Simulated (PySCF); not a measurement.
BClH3Si, CH6BSi2, BH5NSi2, AlClH2NSi and others (calculated)

Computed with PySCF 2.14.0. Calculation on a computer-drawn molecule: optimised geometry and harmonic frequencies of an isolated molecule of the commonest isotopes, restricted reference for singlets and unrestricted otherwise, frozen core in MP2.

(1) BClH3Si

Start structure:
```xyz
6
BClH3Si
Si    -2.5242     0.7520    -0.4657
B     -0.9821     0.4234     0.5271
Cl    -1.0048    -0.1077     2.2208
H     -2.5300     1.2413    -1.8496
H     -3.8903     0.5914    -0.0790
H      0.1681     0.6061     0.1134
```

Settings of this run: charge -1, multiplicity 1, method HF and basis aug-cc-pV(D+d)Z.

The calculation gives: rotational constants 33.98, 2.674, 2.506 GHz; total energy -774.8890 hartree; convergence status largest gradient component 1.101e-05 hartree/bohr.

Drawn bonds:
```
atom  other atom  order
   1           2      1
   2           3      1
   1           4      1
   1           5      1
   2           6      1
```

Optimised structure:
```xyz
6
BClH3Si
Si    -2.5949     1.2204    -0.3911
B     -1.0160     0.4635     0.4858
Cl    -1.0081    -0.2159     2.2110
H     -2.4234     1.0193    -1.8791
H     -3.8341     0.4339    -0.0438
H      0.1131     0.5853     0.0841
```

Modes:
```
frequency (cm⁻¹)  reduced mass (dalton)
           198.9                  5.532
           296.1                  1.206
           346.9                  1.308
           512.4                  2.464
           722.7                  1.591
           753.7                  1.674
           797.4                  2.255
            1010                  1.065
            1104                  1.256
            2118                  1.045
            2140                  1.035
            2628                  1.092
```

(2) BClH3Si

Start structure:
```xyz
6
BClH3Si
Si    -2.5949     1.2204    -0.3911
B     -1.0160     0.4635     0.4858
Cl    -1.0081    -0.2159     2.2110
H     -2.4234     1.0193    -1.8791
H     -3.8341     0.4339    -0.0438
H      0.1131     0.5853     0.0841
```

It was run with charge -1, multiplicity 1, method MP2 and basis aug-cc-pV(D+d)Z.

Results for BClH3Si: rotational constants 35.29, 2.759, 2.564 GHz; total energy -775.2527 hartree; convergence status largest gradient component 2.15e-05 hartree/bohr.

Drawn bonds:
```
atom  other atom  order
   1           2      1
   2           3      1
   1           4      1
   1           5      1
   2           6      1
```

Optimised structure:
```xyz
6
BClH3Si
Si    -2.5373     0.9305    -0.4356
B     -0.9766     0.4270     0.5093
Cl    -0.9931    -0.1701     2.2684
H     -2.4737     1.1715    -1.9115
H     -3.9256     0.5295    -0.0486
H      0.1429     0.6181     0.0850
```

Modes:
```
frequency (cm⁻¹)  reduced mass (dalton)
           158.3                  1.289
             186                   3.43
           385.9                  1.325
           484.4                  1.913
           655.1                  2.586
           686.7                  1.193
           821.8                  2.236
           928.7                  1.063
            1037                   1.62
            2190                  1.035
            2195                  1.047
            2564                  1.092
```

(3) CH6BSi2

Start structure:
```xyz
10
CH6BSi2
Si    -0.8893    -0.0659     2.5792
B     -0.3694    -0.3792     0.8479
C      0.0451    -0.6194    -0.4926
Si     1.4026     0.4371    -1.3918
H     -0.3087    -0.5417     3.8162
H     -1.9759     0.8362     3.0015
H     -0.2562    -1.3994    -1.1458
H      1.8590     1.5611    -0.4871
H      2.5178    -0.4504    -1.7710
H      0.8348     0.9932    -2.5369
```

Here we set charge 0, multiplicity 2, method HF and basis cc-pV(D+d)Z.

Results for CH6BSi2: rotational constants 17.63, 1.424, 1.359 GHz; total energy -643.8347 hartree; spin squared 0.7641; convergence status largest gradient component 2.205e-05 hartree/bohr.

Drawn bonds:
```
atom  other atom  order
   1           2      1
   2           3      2
   3           4      1
   1           5      1
   1           6      1
   3           7      1
   4           8      1
   4           9      1
   4          10      1
```

Optimised structure:
```xyz
10
CH6BSi2
Si    -1.0483    -0.2012     2.6036
B     -0.3770    -0.4511     0.7667
C      0.0592    -0.6732    -0.5286
Si     1.3491     0.4217    -1.2985
H     -0.0832    -0.4572     3.6901
H     -1.8445     1.0175     2.8457
H     -0.3423    -1.4915    -1.1228
H      1.7592     1.4658    -0.3275
H      2.5529    -0.3513    -1.6914
H      0.8347     1.0921    -2.5178
```

Modes:
```
frequency (cm⁻¹)  reduced mass (dalton)
           80.38                  4.272
           133.8                  1.369
           150.2                  1.014
           263.2                  2.427
           329.2                  3.266
           478.2                  2.323
           531.8                  1.784
             549                    1.1
             661                   1.32
           696.1                  1.476
             771                  1.378
           791.9                  3.765
            1000                   1.06
            1023                  1.041
            1024                  1.199
            1040                  1.128
            1047                  1.052
            1658                  9.648
            2285                   1.05
            2291                   1.05
            2305                  1.019
            2334                  1.028
            2346                  1.055
            3302                  1.088
```

(4) BH5NSi2

Start structure:
```xyz
9
BH5NSi2
Si     1.7645     0.0871    -0.4005
B      0.2299     0.1946    -1.4800
N     -1.0673     0.0830    -0.8584
Si    -2.5147    -0.0943    -0.3535
H      1.9138    -0.1595     1.0011
H      3.1956     0.1502    -0.8207
H      0.2842     0.3391    -2.6069
H     -3.2791    -1.3085    -0.2090
H     -3.2798     1.0424     0.2146
```

Here we set charge 0, multiplicity 2, method HF and basis cc-pV(D+d)Z.

The calculation gives: rotational constants 18.68, 1.632, 1.533 GHz; total energy -659.8717 hartree; spin squared 0.7658; convergence status largest gradient component 2.9e-05 hartree/bohr.

Drawn bonds:
```
atom  other atom  order
   1           2      1
   2           3      1
   3           4      2
   1           5      1
   1           6      1
   2           7      1
   4           8      1
   4           9      1
```

Optimised structure:
```xyz
9
BH5NSi2
Si     1.8356     0.3355    -0.3043
B      0.1900     0.2544    -1.4935
N     -1.0695     0.1056    -0.9434
Si    -2.4754    -0.0773    -0.2996
H      1.7152    -0.2671     1.0498
H      3.1341    -0.0629    -0.9058
H      0.3275     0.3891    -2.6849
H     -3.1092    -1.3871    -0.0990
H     -3.3014     1.0440     0.1674
```

Modes:
```
frequency (cm⁻¹)  reduced mass (dalton)
           107.7                  4.489
           118.4                  1.991
           197.9                  1.203
             293                  1.282
           326.3                  4.741
           469.1                  1.259
           521.6                  1.591
           690.2                  1.531
           729.2                  1.479
           749.8                  1.238
           821.2                  1.449
           899.4                   2.91
            1005                  1.065
            1075                   1.09
            1157                  1.521
            1622                  11.72
            2275                  1.035
            2286                  1.048
            2379                  1.029
            2381                  1.057
            2640                  1.092
```

(5) AlClH2NSi

Start structure:
```xyz
6
AlClH2NSi
Si     0.3239     0.4547    -0.0339
N      1.4001    -0.3962    -0.7478
Al     2.5698    -1.3772    -1.7615
Cl     4.2382    -2.5088    -1.4191
H      0.4151     1.8995     0.2655
H     -0.9052    -0.0476     0.5577
```

Settings of this run: charge 0, multiplicity 2, method HF and basis cc-pV(D+d)Z.

The calculation gives: rotational constants 14.19, 1.262, 1.175 GHz; total energy -1046.0335 hartree; spin squared 0.7537; convergence status largest gradient component 3.052e-05 hartree/bohr.

Drawn bonds:
```
atom  other atom  order
   1           2      1
   2           3      2
   3           4      1
   1           5      1
   1           6      1
```

Optimised structure:
```xyz
6
AlClH2NSi
Si     0.3940     0.4092    -0.0308
N      1.3730    -0.4104    -0.9290
Al     2.4365    -1.3196    -1.9657
Cl     4.1062    -2.3553    -1.1068
H      0.5546     1.8372     0.2961
H     -0.8225    -0.1366     0.5971
```

Modes:
```
frequency (cm⁻¹)  reduced mass (dalton)
           76.68                  9.351
              85                  3.443
           138.9                  1.218
           249.7                  12.52
           469.5                  24.12
           624.7                  14.79
           752.1                  1.244
           761.7                  1.184
            1099                  1.058
            1426                  14.64
            2349                  1.055
            2356                   1.03
```

(6) BH9Si3

Start structure:
```xyz
13
BH9Si3
Si    -2.1284     0.2109     1.8226
B     -0.2652    -0.4842     1.6417
Si     0.5619    -0.9512    -0.0070
Si     1.4689     0.9904    -0.9069
H     -2.1072     1.7221     1.7424
H     -2.9870    -0.2012     0.6543
H     -2.8125    -0.1779     2.9846
H      0.4013    -0.5127     2.6131
H     -0.3224    -1.5587    -1.1118
H      1.6543    -1.9874     0.0025
H      2.4782     1.5581    -0.0371
H      2.0455     0.8498    -2.2234
H      0.4151     2.0314    -1.0543
```

It was run with charge 0, multiplicity 1, method HF and basis cc-pV(D+d)Z.

It finds rotational constants 5.716, 1.16, 1.045 GHz; total energy -896.6880 hartree; convergence status largest gradient component 5.559e-06 hartree/bohr.

Drawn bonds:
```
atom  other atom  order
   1           2      1
   2           3      1
   3           4      1
   1           5      1
   1           6      1
   1           7      1
   2           8      1
   3           9      1
   3          10      1
   4          11      1
   4          12      1
   4          13      1
```

Optimised structure:
```xyz
13
BH9Si3
Si    -2.2508     0.2357     1.8738
B     -0.2839    -0.2770     1.6858
Si     0.5979    -0.9206    -0.0307
Si     1.5706     0.9596    -1.1133
H     -2.4317     1.4327     2.7329
H     -2.9114     0.4951     0.5706
H     -2.9388    -0.9142     2.5205
H      0.4090    -0.1772     2.6629
H     -0.3749    -1.5358    -0.9712
H      1.6754    -1.9110     0.2289
H      2.6082     1.5725    -0.2483
H      2.1970     0.5460    -2.3916
H      0.5358     1.9836    -1.3995
```

Modes:
```
frequency (cm⁻¹)  reduced mass (dalton)
           33.04                  3.777
           46.59                  1.095
           84.64                  1.064
           130.2                  2.644
           162.6                  2.629
           388.1                  1.077
           415.9                  3.827
           455.2                   1.42
           473.4                  1.727
           521.8                  1.252
           555.4                   1.12
           685.4                  1.365
           730.1                   1.51
           749.4                  2.255
           769.9                  1.302
           817.2                  1.337
           972.1                  1.122
           981.1                  1.111
            1011                  1.059
            1019                  1.041
            1024                  1.045
            1033                  1.154
            1036                   1.05
            1041                  1.214
            2277                  1.042
            2279                   1.05
            2282                  1.031
            2292                   1.05
            2298                  1.036
            2301                  1.039
            2302                   1.04
            2307                  1.032
            2695                  1.091
```
